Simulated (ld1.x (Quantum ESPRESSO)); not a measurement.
Values are calculated unless marked as measured or tabulated.
# Potentials for P (Z = 15) compared

Generated with ld1.x 7.5 (TM, RRKJ, ultrasoft, PAW), atompaw 4.2 or ONCVPSP 4.0.1. The cutoff is in Ry: for ld1.x and atompaw files where the sum of valence levels is converged to 10 mRy in a Bessel basis, for ONCV files where the hardest occupied wave has 1 mHa per electron of residual kinetic energy. The error is the largest all-electron minus pseudo excitation energy over each file’s own four to seven test configurations (ionisations up to +4, promotions, holes and added fractions of an electron), all of which were solved. The labels leave out finer settings (local radius, basis sizes, second energies), which also bear on the numbers. Spin-polarised tests are not counted. The rows are a selection from randomly drawn settings: files with unsolved tests, undetermined cutoffs or missed reference levels are left out.

```tsv
potential	cutoff (Ry)	largest error (meV)	bound ghosts
TM, LDA (PZ), non-relativistic, rc 1.75/2.00/1.65 (spd), local s, core correction no, reference 3s2 3p3	21	+155	none
RRKJ, LDA (PZ), scalar-relativistic, rc 1.50/1.50/1.40 (spd), local s, core correction no, reference 3s2 3p3	30	+506	none
TM, PBEsol, non-relativistic, rc 1.10/1.55 (sp), local smoothed, core correction no, reference 3s2 3p1	70	+163	none
ultrasoft, LDA (PZ), non-relativistic, rc 1.80/1.60 (sp), local smoothed, core correction no, reference 3s2 3p1	10	+289	none
```

Question: Fill in the row for P: RRKJ, Wu–Cohen, scalar-relativistic, rc 1.65/1.20 (sp), local p, core correction yes, reference 3s2 3p2.75.

Answer: cutoff 70 Ry, largest error +94 meV, bound ghosts: none.
